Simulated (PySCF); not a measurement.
## Ionising NaSn

PBE; PySCF, scalar-relativistic core potentials, basis sets Na def2-SVP, Sn def2-SVP with ECP28. Neutral (UKS): quartet (σ ↑, π ↑↑), Re = 2.938 Å, ωe = 172 cm⁻¹, De = 1.18 eV, HOMO -3.27 eV, LUMO -2.86 eV.

NaSn⁺ (UKS): triplet (σ ↑, π ↑), Re = 3.433 Å, ωe = 103 cm⁻¹, De = 0.66 eV to Na⁺ + Sn. The energies at the minima are -376.38711 hartree for NaSn and -376.17372 for NaSn⁺.

Work out the adiabatic ionisation energy, without and with harmonic zero-point energies (1 hartree = 27.2114 eV, 1 eV = 8065.5 cm⁻¹), and the change of the bond length.

At PBE: 0.21339 hartree = 5.807 eV between the minima; the zero-point term (103.0 − 172.0)/2 cm⁻¹ = -0.004 eV makes it 5.802 eV. Re changes by +49.5 pm against the neutral. The electron leaves a π orbital, and the ion is left as a loose complex of an ion and an atom.

Spin–orbit coupling is left out, which matters for elements this heavy, above all for dissociation energies. For an ion De counts to the pair picked by the measured ionisation energies or electron affinities, which need not be the lowest pair at this level. States were picked by a PBE0 search and need not be the measured ground states.
